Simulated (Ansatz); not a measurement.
Species: H₃BS₂, SMILES `SBS` (H–S–B–S torsion 0°, S–B–S–H torsion 0°) (charge 0, multiplicity 1), formula H$_{3}$BS$_{2}$.

Q: How many basis functions does frozen-core CCSD(T)/cc-pVQZ // B3LYP-D3(BJ)/def2-TZVP (Ansatz, a first-principles code) use, how many core orbitals are frozen, and how many electrons are correlated?

A: 263 basis functions and 11 frozen orbitals, which leaves 18 correlated electrons. Core time is of the order of minutes.
